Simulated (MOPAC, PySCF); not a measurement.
C3H8Si, SMILES `[SiH](CC)=C` (C–Si–C–C torsion 1°), neutral singlet in the gas phase. 

Z-matrix (Å, degrees):
```
C
H 1 1.0961
H 1 1.0962 2 105.33
C 1 1.5246 2 110.83 3 -119.88
H 4 1.0920 1 111.28 2 178.55
H 4 1.0920 5 107.34 1 -121.96
H 4 1.0924 5 107.78 6 -115.89
Si 1 1.8669 2 107.87 3 114.98
C 8 1.6994 1 124.54 2 124.59
H 9 1.0838 8 121.73 1 179.98
H 9 1.0839 10 115.47 8 -179.99
H 8 1.4830 9 120.85 10 0.04
```
Charge 0, spin multiplicity 1.

All levels are single points at this geometry (PBE0-D3(BJ)/def2-TZVP); Pople sets use spherical d functions. Orbital energies aren't observables, and empty levels follow the basis.

HF/6-31G* in PySCF gives dipole (D) = 1.63.

Q: Estimate the dipole (D) from each of these levels: PBE0-D3(BJ)/def2-TZVP in PySCF; BP86/6-31G* in PySCF; M06-2X/6-31G* in PySCF; AM1 in MOPAC; PM7 in MOPAC.

A: 
```json
[
 {"level": "PBE0-D3(BJ)/def2-TZVP in PySCF", "dipole (D)": "1.76"},
 {"level": "BP86/6-31G* in PySCF", "dipole (D)": "1.36"},
 {"level": "M06-2X/6-31G* in PySCF", "dipole (D)": "1.44"},
 {"level": "AM1 in MOPAC", "dipole (D)": "0.33"},
 {"level": "PM7 in MOPAC", "dipole (D)": "0.56"}
]
```
